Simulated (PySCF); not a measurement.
Ligand exchange on a metal centre used in film growth or etching (Hf F-H). Gas-phase values, no solvent.

Method: PySCF 2.14.0 with B3LYP-D3(BJ)/def2-TZVP // PBE-D3(BJ)/def2-SVP. All candidates: neutral, multiplicity 1. B3LYP has the VWN-RPA correlation part, as in Gaussian. 

- HOMO–LUMO gap = 7.41 eV
- HOMO = -9.08 eV
- LUMO = -1.68 eV

### Question
Identify which member has these values.
A. [Hf(F)3(H)]
B. [Hf(F)(H)3]
C. [Hf(F)4]
D. [Hf(F)2(H)2]

### Answer
A, [Hf(F)3(H)]. The others give [Hf(F)4]: 10.50 eV, -11.85 eV, -1.35 eV; [Hf(F)(H)3]: 6.10 eV, -8.36 eV, -2.26 eV; [Hf(F)2(H)2]: 6.19 eV, -8.52 eV, -2.33 eV
